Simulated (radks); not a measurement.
Initial-state core-level shifts of the arsenic ion As+ when its valence configuration changes from [Ar] 3d10 4s2 4p2. All-electron calculation, scalar-relativistic Kohn-Sham, PBE, spin-unpolarised, spherical densities, finite nucleus; Fermi nuclear charge, rms radius 4.0968 fm. Program: a radial shooting solver on a logarithmic mesh with Libxc functionals. Shifts are changes of the shell-averaged eigenvalues in eV (positive: less bound); the change of the density at the nucleus, which sets a Mossbauer isomer shift, is in e/bohr^3, on a base of 3.601e+04.

\begin{tabular}{lrrrrr}
valence & 2s & 2p & 3s & 3p & density at nucleus \\ \hline
3d9.5 4s2 4p2.5 & -7.268 & -7.214 & -5.932 & -5.811 & +6.721 \\
3d9 4s2 4p3 & -14.802 & -14.692 & -11.954 & -11.711 & +13.763 \\
3d10 4p4 & -3.277 & -3.269 & -3.357 & -3.341 & -48.494 \\
3d10 4s1 4p3 & -1.675 & -1.671 & -1.714 & -1.706 & -23.624 \\
3d10 4s1.5 4p2.5 & -0.847 & -0.846 & -0.866 & -0.862 & -11.649 \\
3d8 4s1.5 4p4.5 & -31.377 & -31.148 & -24.972 & -24.486 & +13.619 \\
\end{tabular}
